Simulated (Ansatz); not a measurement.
A first, cheap relaxation of C$_{2}$H$_{4}$FNSi (`FC1=N[SiH2]C1`).

```yaml
crystal:
  periodic: [false, false, false]
  atoms:
    - {symbol: F, position_ang: [1.645600, -1.828200, 0.675600]}
    - {symbol: C, position_ang: [0.848500, -0.810900, 0.166800]}
    - {symbol: N, position_ang: [1.067900, -0.131400, -0.921900]}
    - {symbol: Si, position_ang: [-0.251500, 0.857700, -0.760900]}
    - {symbol: C, position_ang: [-0.449000, -0.252900, 0.700900]}
    - {symbol: H, position_ang: [0.038800, 2.272000, -0.490700]}
    - {symbol: H, position_ang: [-1.245400, 0.560600, -1.853900]}
    - {symbol: H, position_ang: [-1.227700, -0.954400, 0.727200]}
    - {symbol: H, position_ang: [-0.338800, 0.241300, 1.739900]}
basis:
  gaussian: {orbitals: def2-SVP}
hamiltonian: {xc: pbe, dispersion: d4}
relax: {f_tol: 0.03, max_steps: 200}
```

```sh
$ ansatz run in.yaml --threads 2 --pin off --events-out ev --progress --plain --max-ram 4352MiB
```

It prints (some lines left out):

```
Functional definition: PBE
mean field -14203.80428133 eV, -521.9801796544 hartree, gradient 1.9e-5 eV, S^2 0.000000; 0 other end points of the search recorded, 0 dependent functions left out
relax step   1: F+E_penalty+E_count = -14203.99298838 eV  Δ(F+E_penalty+E_count) = +0.000e0 eV  max|allowed force component| = 5.060e0 eV/Å  Δτ_max = 0.0000 Å  (29 SCF iters, accepted)
mean field -14204.44783720 eV, -522.0038298964 hartree, gradient 1.0e-5 eV, S^2 0.000000; 0 other end points of the search recorded, 0 dependent functions left out
relax step   2: F+E_penalty+E_count = -14204.63485966 eV  Δ(F+E_penalty+E_count) = -6.419e-1 eV  max|allowed force component| = 2.196e0 eV/Å  Δτ_max = 0.0992 Å  (31 SCF iters, accepted)
mean field -14204.58985716 eV, -522.0090490339 hartree, gradient 2.5e-5 eV, S^2 0.000000; 0 other end points of the search recorded, 0 dependent functions left out
relax step   3: F+E_penalty+E_count = -14204.77638098 eV  Δ(F+E_penalty+E_count) = -1.415e-1 eV  max|allowed force component| = 5.310e-1 eV/Å  Δτ_max = 0.0718 Å  (30 SCF iters, accepted)
mean field -14204.60276982 eV, -522.0095235653 hartree, gradient 9.9e-6 eV, S^2 0.000000; 0 other end points of the search recorded, 0 dependent functions left out
relax step   4: F+E_penalty+E_count = -14204.78923346 eV  Δ(F+E_penalty+E_count) = -1.285e-2 eV  max|allowed force component| = 5.259e-1 eV/Å  Δτ_max = 0.0548 Å  (31 SCF iters, accepted)
mean field -14204.61329491 eV, -522.0099103551 hartree, gradient 1.0e-5 eV, S^2 0.000000; 0 other end points of the search recorded, 0 dependent functions left out
relax step   5: F+E_penalty+E_count = -14204.79984748 eV  Δ(F+E_penalty+E_count) = -1.061e-2 eV  max|allowed force component| = 1.664e-1 eV/Å  Δτ_max = 0.0288 Å  (30 SCF iters, accepted)
mean field -14204.61402683 eV, -522.0099372530 hartree, gradient 2.6e-5 eV, S^2 0.000000; 0 other end points of the search recorded, 0 dependent functions left out
relax step   6: F+E_penalty+E_count = -14204.80055048 eV  Δ(F+E_penalty+E_count) = -7.030e-4 eV  max|allowed force component| = 6.852e-2 eV/Å  Δτ_max = 0.0146 Å  (32 SCF iters, accepted)
mean field -14204.61421760 eV, -522.0099442636 hartree, gradient 2.5e-5 eV, S^2 0.000000; 0 other end points of the search recorded, 0 dependent functions left out
relax step   7: F+E_penalty+E_count = -14204.80076546 eV  Δ(F+E_penalty+E_count) = -2.150e-4 eV  max|allowed force component| = 6.749e-3 eV/Å  Δτ_max = 0.0053 Å  (32 SCF iters, accepted)
mean field -14204.61421760 eV, -522.0099442636 hartree, gradient 2.9e-5 eV, S^2 0.000000; 1 other end points of the search recorded, 0 dependent functions left out
Total energy: -14204.80079574 eV, -522.0168008837 hartree
Atom 0 at     1.546516    -1.768647     0.701074 Å, force     0.003132    -0.003236     0.001651 eV/Å
Atom 1 at     0.851189    -0.770278     0.135704 Å, force     0.003265     0.001957    -0.005451 eV/Å
Atom 2 at     1.219225    -0.182420    -0.944811 Å, force    -0.000287    -0.003479     0.004056 eV/Å
Atom 3 at    -0.266700     0.846760    -0.790237 Å, force    -0.001611    -0.003974     0.006530 eV/Å
Atom 4 at    -0.437317    -0.272616     0.759492 Å, force    -0.006749     0.005871    -0.000516 eV/Å
Atom 5 at     0.007497     2.301491    -0.554968 Å, force     0.000529     0.003779    -0.001669 eV/Å
Atom 6 at    -1.271390     0.653670    -1.885703 Å, force    -0.001860     0.001565    -0.003569 eV/Å
Atom 7 at    -1.247772    -1.028404     0.795867 Å, force     0.002673    -0.000171     0.000200 eV/Å
Atom 8 at    -0.312847     0.174244     1.766583 Å, force     0.000909    -0.002312    -0.001234 eV/Å
Dipole moment:    -0.498487     0.195737     0.237329 e Å
```

Run time 14 s (2 threads of an Arm Neoverse V1 on a shared host); peak host memory 0.15 GiB.
